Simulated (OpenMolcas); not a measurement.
3s² 3p² along the 14-electron sequence

```yaml
Program: OpenMolcas 26.06
Method: XMS-CASPT2, IPEA 0.25 Eh, imaginary shift 0.1 Eh
Basis: ANO-RCC-VTZP
Scalar_Hamiltonian: DKH2, point nucleus
Spin-orbit_coupling: RASSI with atomic mean-field integrals over the reference wave functions, term energies averaged over their components
```

Active space for each ion: 2 electrons in 3 orbitals (3p); closed shells correlated by CASPT2: 2s 2p 3s.

Computed levels in cm-1 above ³P₀:

| Level | Si | P+ | S2+ | Cl3+ | Ar4+ |
| --- | --- | --- | --- | --- | --- |
| ³P₁ | 67.5 | 146 | 272 | 461 | 710 |
| ³P₂ | 197 | 421 | 768 | 1273 | 1917 |
| ¹D₂ | 6280 | 8880 | 11260 | 13850 | 16450 |
| ¹S₀ | 15680 | 22390 | 28200 | 33900 | 39410 |
| weight of ³P in the lowest level (%) | 100 | 100 | 100 | 100 | 100 |

Measured, with the error of the calculation in %. Measured levels: Si, P+ from NIST Handbook of Basic Atomic Spectroscopic Data; S2+ from NIST levels in Podobedova, Kelleher and Wiese, J. Phys. Chem. Ref. Data 38, 171 (2009); Cl3+ from Moore, Atomic Energy Levels, vol. I, NSRDS-NBS 35 (1971 reprint of NBS Circular 467, 1949); Ar4+ from Saloman, J. Phys. Chem. Ref. Data 39, 033101 (2010).

```csv
Level,Si,P+,S2+,Cl3+,Ar4+
³P₁,77.1 (-12.4),165 (-11.3),299 (-8.9),491 (-6.2),763 (-7.0)
³P₂,223 (-11.7),469 (-10.3),833 (-7.8),1341 (-5.1),2029 (-5.5)
¹D₂,6299 (-0.3),8882 (0),11323 (-0.6),13766 (+0.6),16299 (+0.9)
¹S₀,15394 (+1.9),21576 (+3.8),27161 (+3.8),32550 (+4.2),37912 (+3.9)
```

The fine-structure level ³P₂ changes by a factor of 9.73 from Si to Ar4+. Its fourth root runs 3.75, 4.53, 5.26, 5.97, 6.62, with steps per unit of Z of 0.78, 0.73, 0.71, 0.64; equal steps would mean a (Z - σ)^4 law with constant σ.

¹D₂ changes by a factor of 2.62 over the same range, with steps per unit of Z of +2600, +2380, +2590, +2600 cm-1.

CASPT2 breaks the degeneracy within a term, and the mean is taken; among the terms shown or strongly mixed into the levels shown the widest spread is 550 cm-1 (3s² 3p² ¹D, Ar4+). With the s shell closed, the reference lacks s² → p² mixing. Measured partners are found by configuration, term and J. A level has none where our copy of the source lacks it or the pairing is in doubt (some pairs that miss far off the trend of their configuration count as doubtful), and it then counts in no deviation. Only configurations of the active space appear.
